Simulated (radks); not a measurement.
Problem. These are the eigenvalues of the occupied orbitals of an atom or ion with whole-number occupations (hartree). Calculated with a radial shooting solver on a logarithmic mesh with Libxc functionals: scalar-relativistic Kohn-Sham, LDA (Slater exchange, VWN5 correlation), spin-unpolarised, spherical densities, finite nucleus; Fermi nuclear charge, rms radius of each element as measured or else 0.836 A^(1/3) + 0.57 fm.

1s: -2176.860
2s: -367.6863
2p: -324.8950
3s: -82.91457
3p: -69.95131
3d: -53.89873
4s: -16.63907
4p: -12.38108
4d: -6.72204
5s: -2.48419
5p: -1.52054
4f: -0.57197

Which element is it, and in what charge state? The configuration may be excited.

Solution. Z = 69, thulium, charge +2: Tm2+ in [Kr] 4d10 4f14 5s2 5p5. The list shows which subshells hold electrons but not how many an open one holds; the 1s level, -2176.9 hartree, gives Z - s = 66.0 by -(Z - s)^2/2, which with screening and relativity narrows Z to a few neighbours, and the depths of the outer levels then fix element, charge and occupations together.
